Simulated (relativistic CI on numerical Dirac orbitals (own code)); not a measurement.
# Tc4+: 3d photoemission

Computed with this model: Dirac-Coulomb-Breit CI, KLI orbitals optimised for each configuration, model QED, valence Slater integrals scaled by 0.8, multiplet model of photoemission in the sudden approximation; configurations [Kr] 4d3 → [Ar] 3d9 4s2 4p6 4d3; 80 K; Lorentzian 0.3 eV and Gaussian 0.5 eV FWHM. Energies are those of the free ion, without screening or charge transfer. The energies are binding energies and can lie tens of eV above those of solids. S is read from ⟨S²⟩ = S(S + 1).

Field parameters in Wybourne normalisation: D4h B²₀ = −7Ds, B⁴₀ = 21(Dq − Dt), B⁴₄ = 21√(5/14) Dq. The field is a parameter set, without covalency.

free ion: ground-state S = 1.49, centroid 317.58 eV. Peaks (eV, height): 315.5 (100), 317.4 (11), 319.3 (65), 327.4 (7).

D4h, 10Dq = 38250, Ds = -1500, Dt = 290 cm⁻¹: ground-state S = 1.50, centroid 317.65 eV. Peaks (eV, height): 315.7 (100), 318.0 (10), 319.4 (55).

Strongest unbroadened transitions for D4h, 10Dq = 38250, Ds = -1500, Dt = 290 cm⁻¹:

| Energy (eV) | Relative strength |
| --- | --- |
| 315.45 | 99.9 |
| 315.51 | 66.7 |
| 315.53 | 100.0 |
| 315.58 | 33.4 |
| 315.73 | 32.9 |
| 315.74 | 66.5 |
| 315.80 | 99.7 |
| 315.97 | 31.7 |
| 316.06 | 30.7 |
| 316.07 | 60.7 |
| 316.09 | 28.5 |
| 316.16 | 27.9 |
| 316.20 | 27.4 |
| 316.25 | 58.2 |
| 319.14 | 35.4 |
| 319.24 | 39.1 |
| 319.33 | 26.9 |
| 319.74 | 30.1 |
